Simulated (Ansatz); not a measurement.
Input for Ansatz (a first-principles code): U-CCSD(T)/cc-pV(Q+d)Z on CHCl (SMILES [CH]Cl), 2S+1 = 1, a spin state set in the input, which need not be the lowest. Files ending in .json are basis or fitting sets from the Basis Set Exchange.

Ansatz 0.2 input:
```yaml
crystal:
  periodic: [false, false, false]
  atoms:
    - {symbol: C, position_ang: [-1.07003804, 0.52801234, 0.00000000]}
    - {symbol: Cl, position_ang: [0.47932269, -0.16490751, 0.00000000]}
    - {symbol: H, position_ang: [-1.72825744, -0.36464647, 0.00000000]}
basis:
  gaussian:
    orbitals: cc-pV_Q+d_Z.json
correlation: {method: ccsd_t, electrons: outside_noble_gas}
scf: {omitted_lower_state_checks: [cluster_reference]}
magnetization: {spin_polarized: true, initial_magnetization: 0}
```

Output:

```
WARN ansatz: RAYON_NUM_THREADS=2 ignored (pool sized by the plan → 2); use --threads N
Functional definition: HF
these checks for a lower state are left out or cut short: cluster_reference
integrals: 0.57 GiB planned
894 factors; integrals over basis functions are off by at most 1.2e-3 eV
mean field: 0.44 GiB planned
mean field evaluation 1: about -13546.8953 eV, gradient 8.1e0 eV
mean field evaluation 2: about -13546.8958 eV, gradient 8.1e0 eV
mean field evaluation 4: about -13547.4695 eV, gradient 1.3e0 eV
mean field evaluation 8: about -13547.4970 eV, gradient 8.2e-4 eV
mean field evaluation 16: about -13547.7962 eV, gradient 2.8e-1 eV
mean field -13547.80077527 eV, -497.8724954619 hartree, gradient 2.9e-6 eV, S^2 0.611788; 2 other end points of the search recorded, 0 dependent functions left out
6 core orbitals not correlated
reference -13547.80077527 eV, -497.8724954619 hartree; 6, 6 occupied and 137, 137 virtual orbitals, 894 factors
second order -9.21048740 eV of doubles, -0.00000000 eV of singles
coupled cluster: 2.03 GiB planned
cycle   1  -9.65142478 eV  change   -4.4e-1 eV  update   7.9e-2
cycle   2  -9.92174189 eV  change   -2.7e-1 eV  update   3.1e-2
cycle   3  -10.01441438 eV  change   -9.3e-2 eV  update   2.6e-2
cycle   4  -10.02341365 eV  change   -9.0e-3 eV  update   1.7e-2
cycle   5  -10.03918757 eV  change   -1.6e-2 eV  update   1.3e-2
cycle   6  -10.06278337 eV  change   -2.4e-2 eV  update   1.1e-2
cycle   7  -10.09242050 eV  change   -3.0e-2 eV  update   8.2e-3
cycle   8  -10.11534346 eV  change   -2.3e-2 eV  update   4.5e-3
cycle   9  -10.12148910 eV  change   -6.1e-3 eV  update   2.3e-3
cycle  10  -10.12132941 eV  change    1.6e-4 eV  update   1.1e-3
cycle  11  -10.12179987 eV  change   -4.7e-4 eV  update   5.2e-4
cycle  12  -10.12172285 eV  change    7.7e-5 eV  update   2.9e-4
cycle  13  -10.12151201 eV  change    2.1e-4 eV  update   1.3e-4
cycle  14  -10.12143802 eV  change    7.4e-5 eV  update   5.0e-5
cycle  15  -10.12145725 eV  change   -1.9e-5 eV  update   2.3e-5
cycle  16  -10.12145992 eV  change   -2.7e-6 eV  update   8.8e-6
coupled cluster: 2.03 GiB planned
perturbative correction -0.51461892 eV, -0.0189118965 hartree
Total energy: -13558.43685411 eV, -498.2633641500 hartree
Checks for a lower state left out: cluster_reference
```

The calculation finished and met its thresholds. Its determinant has ⟨S²⟩ = 0.61, a mixture of spin states.

Cost: roughly 70 core-seconds.
